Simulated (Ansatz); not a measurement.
Ansatz (a first-principles code) input (CCSD(T)/def2-SVPD):

Ansatz 0.2 input:
```yaml
crystal:
  periodic: [false, false, false]
  atoms:
    - {symbol: Mg, position_ang: [-0.00000000, -0.00000000, -0.75643864]}
    - {symbol: O, position_ang: [0.00000000, 0.00000000, 1.13465797]}
basis:
  gaussian:
    orbitals: def2-SVPD
magnetization: {spin_polarized: true, initial_magnetization: 2}
correlation: {method: ccsd_t, electrons: outside_noble_gas}
output: {forces: true}
```

Output:

```
Functional definition: HF
integrals: 0.02 GiB planned
379 factors; integrals over basis functions are off by at most 4.6e-4 eV
mean field: 0.08 GiB planned
mean field evaluation 1: about -7462.7807 eV, gradient 1.5e1 eV
mean field evaluation 2: about -7462.8345 eV, gradient 1.5e1 eV
mean field evaluation 4: about -7464.2665 eV, gradient 1.9e0 eV
mean field evaluation 8: about -7464.3863 eV, gradient 3.9e-1 eV
mean field evaluation 16: about -7464.3912 eV, gradient 1.6e-5 eV
mean field evaluation 32: about -7463.0665 eV, gradient 6.6e0 eV
mean field evaluation 64: about -7461.0778 eV, gradient 7.2e-5 eV
mean field evaluation 96: about -7462.7083 eV, gradient 3.5e0 eV
mean field evaluation 128: about -7463.5538 eV, gradient 3.0e-4 eV
mean field evaluation 160: about -7464.3909 eV, gradient 9.9e-2 eV
mean field evaluation 192: about -7458.9820 eV, gradient 1.9e1 eV
mean field evaluation 224: about -7455.1833 eV, gradient 2.1e-2 eV
mean field evaluation 256: about -7449.7418 eV, gradient 2.2e1 eV
mean field evaluation 288: about -7459.3639 eV, gradient 5.8e0 eV
mean field evaluation 320: about -7459.0558 eV, gradient 4.7e-1 eV
mean field evaluation 352: about -7459.7476 eV, gradient 8.3e0 eV
mean field evaluation 384: about -7461.4145 eV, gradient 7.9e-1 eV
mean field evaluation 416: about -7461.0757 eV, gradient 2.0e-1 eV
mean field evaluation 448: about -7457.8163 eV, gradient 2.3e1 eV
mean field evaluation 480: about -7464.3912 eV, gradient 6.2e-3 eV
mean field evaluation 512: about -7457.7555 eV, gradient 1.9e0 eV
mean field evaluation 544: about -7461.4297 eV, gradient 7.7e-4 eV
mean field evaluation 576: about -7461.9209 eV, gradient 3.2e0 eV
mean field evaluation 608: about -7457.8973 eV, gradient 3.5e-3 eV
mean field evaluation 640: about -7457.9452 eV, gradient 3.7e-2 eV
mean field evaluation 672: about -7459.1613 eV, gradient 6.0e-4 eV
mean field evaluation 704: about -7464.3911 eV, gradient 3.6e-2 eV
mean field evaluation 736: about -7461.0778 eV, gradient 2.7e-2 eV
mean field evaluation 768: about -7459.4515 eV, gradient 1.0e0 eV
mean field evaluation 800: about -7458.8610 eV, gradient 2.1e0 eV
mean field evaluation 832: about -7457.7430 eV, gradient 6.1e-1 eV
mean field evaluation 864: about -7460.4152 eV, gradient 4.3e0 eV
mean field evaluation 896: about -7459.1613 eV, gradient 3.5e-4 eV
mean field evaluation 928: about -7458.2015 eV, gradient 2.0e1 eV
mean field evaluation 960: about -7457.8976 eV, gradient 6.9e-2 eV
mean field evaluation 992: about -7461.0778 eV, gradient 8.1e-4 eV
mean field evaluation 1024: about -7459.5151 eV, gradient 1.2e0 eV
mean field -7464.39116062 eV, -274.3113156068 hartree, gradient 1.4e-6 eV, S^2 2.009872; 12 other end points of the search recorded, 0 dependent functions left out
determinant -7464.39116062 eV, -274.3113156068 hartree, with singles and doubles -7469.21445617 eV, -274.4885684489 hartree
determinant -7463.55383657 eV, -274.2805445153 hartree, with singles and doubles -7468.41561863 eV, -274.4592117108 hartree
determinant -7461.42966627 eV, -274.2024826969 hartree, with singles and doubles -7465.78215981 eV, -274.3624338840 hartree
determinant -7461.07779789 eV, -274.1895517724 hartree, with singles and doubles -7466.00856515 eV, -274.3707541268 hartree
determinant -7460.95973292 eV, -274.1852129645 hartree, with singles and doubles -7465.87449915 eV, -274.3658272924 hartree
6 core orbitals not correlated
reference -7464.39116062 eV, -274.3113156068 hartree; 5, 3 occupied and 33, 35 virtual orbitals, 379 factors
densities: 0.11 GiB planned
second order -4.49334177 eV of doubles, -0.00000000 eV of singles
coupled cluster: 0.09 GiB planned
cycle   1  -4.82128601 eV  change   -9.5e-2 eV  update   2.1e-2
cycle   2  -4.83553347 eV  change   -1.4e-2 eV  update   6.9e-3
cycle   3  -4.83773262 eV  change   -2.2e-3 eV  update   4.1e-3
cycle   4  -4.83967660 eV  change   -1.9e-3 eV  update   1.4e-3
cycle   5  -4.84019569 eV  change   -5.2e-4 eV  update   7.5e-4
cycle   6  -4.84037422 eV  change   -1.8e-4 eV  update   3.2e-4
cycle   7  -4.84044719 eV  change   -7.3e-5 eV  update   1.4e-4
cycle   8  -4.84045165 eV  change   -4.5e-6 eV  update   5.5e-5
cycle   9  -4.84045511 eV  change   -3.5e-6 eV  update   2.4e-5
cycle  10  -4.84045801 eV  change   -2.9e-6 eV  update   1.0e-5
cycle  11  -4.84045764 eV  change    3.7e-7 eV  update   4.8e-6
cycle  12  -4.84045729 eV  change    3.5e-7 eV  update   2.3e-6
cycle  13  -4.84045728 eV  change    1.1e-8 eV  update   1.1e-6
cycle  14  -4.84045716 eV  change    1.2e-7 eV  update   5.4e-7
cycle  15  -4.84045726 eV  change   -9.5e-8 eV  update   2.6e-7
perturbative correction -0.12420410 eV, -0.0045644164 hartree
the calculation of the forces begins
Total energy: -7469.35582198 eV, -274.4937635464 hartree
Atom 0 at    -0.000000    -0.000000    -0.756439 Å, force    -0.000000     0.000000    -0.412281 eV/Å
Atom 1 at     0.000000     0.000000     1.134658 Å, force     0.000000    -0.000000     0.412281 eV/Å
Dipole moment:    -0.000000     0.000000    -0.669484 e Å
```

This is an excited triplet: at this geometry the singlet lies 0.07 eV lower at CCSD(T)/CBS(def2-TZVPPD,def2-QZVPPD).
